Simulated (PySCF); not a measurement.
An unknown shows these calculated signals:

$^{1}$H NMR (400 MHz, computed): δ 10.41 (m, 1H), 9.00 (m, 1H), 4.64 (s, 3H), 1.88 (m, 1H), 1.58 (m, 2H), 1.21 (m, 2H).

$^{13}$C{$^{1}$H} NMR (computed): δ 209.5 (C), 193.5 (CH), 159.0 (CH), 128.8 (C), 26.7 (CH), 23.5 (CH2).

PySCF calculation with geometry: PBE0-D3(BJ)/def2-SVP and PBE0/pcSseg-1 with gauge-including orbitals; averaged over atoms made equivalent by symmetry, fast rotation or ring inversion, no relativistic terms, in vacuum, one computed conformer.

Shifts are taken against calculated references (same method and geometry level): $^{1}$H (31.27 ppm) and $^{13}$C (184.41 ppm) vs TMS.

Which of these does the molecule contain: a Si–H bond, a three-membered ring, a vinyl group CH=CH2, a heteroaromatic ring, a methoxy group, an amide?

## Answers


- A Si–H bond: yes (δH 4.64 (s)).
- A three-membered ring: yes.
- A vinyl group CH=CH2: no.
- A heteroaromatic ring: yes.
- A methoxy group: no.
- An amide: no.

The data belong to SMILES c1([SiH3])cncpc1C1CC1, C7H10NPSi; they needn't prove each group on their own.

Carbon signals by region: 2 in the far downfield region (above 160 ppm), 2 in the sp2 and nitrile region (100–160 ppm), 2 below 50 ppm. Above 160 ppm: 209.5, substituted aromatic carbon, 193.5, aromatic CH next to a ring nitrogen.

Splittings by $^{31}$P in the carbon and heteronuclear signals aren't shown, as no couplings were computed. Shifts are as computed. Against solution values, carbons near 30 ppm lie about +2 ppm off and those near 130 ppm about +5 ppm. Of 1313 compounds with measured shifts, 239 miss one by over three times the rms of a fit or turn the order of signals round; such compounds aren't used in these exercises. No couplings were computed; multiplicities are counted from neighbouring protons, with m where these are inequivalent, close in shift, in a saturated or five-membered ring or joined by F or P, and br s for small geminal =CH2 splittings.
